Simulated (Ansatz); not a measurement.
Reactions of C$_{5}$H$_{3}$AlF$_{6}$O$_{4}$ (`[OH][Al-]1([OH])[O]C(C(F)(F)F)=CC(C(F)(F)F)=[O+]1`).

Program: Ansatz. Geometries: PBE0-D4/def2-TZVP. ΔE: electronic, gas phase. CBS: MP2 limit from def2 TZ/QZ plus the TZ coupled-cluster correction, frozen cores. This one scheme is used for every species. DFT in def2-TZVPP. Each species was taken in one conformer, which may not be the lowest.

```tsv
reaction	CCSD(T)/CBS(def2) (eV)
`[OH][Al-]1([OH])[O]C(C(F)(F)F)=CC(C(F)(F)F)=[O+]1` + `BOCF` → `[OH][Al-]1([F])[O]C(C(F)(F)F)=CC(C(F)(F)F)=[O+]1` + `BOCO`	-0.65
`[OH][Al-]1([OH])[O]C(C(F)(F)F)=CC(C(F)(F)F)=[O+]1` + `[OH][Al]([Cl])[Cl]` → `FC(F)(F)C1=CC(C(F)(F)F)=[O+][Al-]([Cl])([Cl])[O]1` + `[OH][Al]([OH])[OH]`	-0.12
`[OH][Al-]1([OH])[O]C(C(F)(F)F)=CC(C(F)(F)F)=[O+]1` + `C[O][Al]([F])[Cl]` → `C[O][Al]([OH])[OH]` + `FC(F)(F)C1=CC(C(F)(F)F)=[O+][Al-]([F])([Cl])[O]1`	-0.06
`[OH][Al-]1([OH])[O]C(C(F)(F)F)=CC(C(F)(F)F)=[O+]1` + `CB(O)O` → `C[B-]1(O)OC(C(F)(F)F)=CC(C(F)(F)F)=[O+]1` + `[OH][Al]([OH])[OH]`	1.35
`[OH][Al-]1([OH])[O]C(C(F)(F)F)=CC(C(F)(F)F)=[O+]1` + `CB(C)O` → `[CH3][Al]([OH])[OH]` + `C[B-]1(O)OC(C(F)(F)F)=CC(C(F)(F)F)=[O+]1`	?
```

Problem. Fill in the missing values. (Best estimate.)

Solution. The calculation gave: `[OH][Al-]1([OH])[O]C(C(F)(F)F)=CC(C(F)(F)F)=[O+]1` + `CB(C)O` → `[CH3][Al]([OH])[OH]` + `C[B-]1(O)OC(C(F)(F)F)=CC(C(F)(F)F)=[O+]1`: +1.50 eV.

Largest T1 diagnostic: 0.015, for `C[B-]1(O)OC(C(F)(F)F)=CC(C(F)(F)F)=[O+]1`.
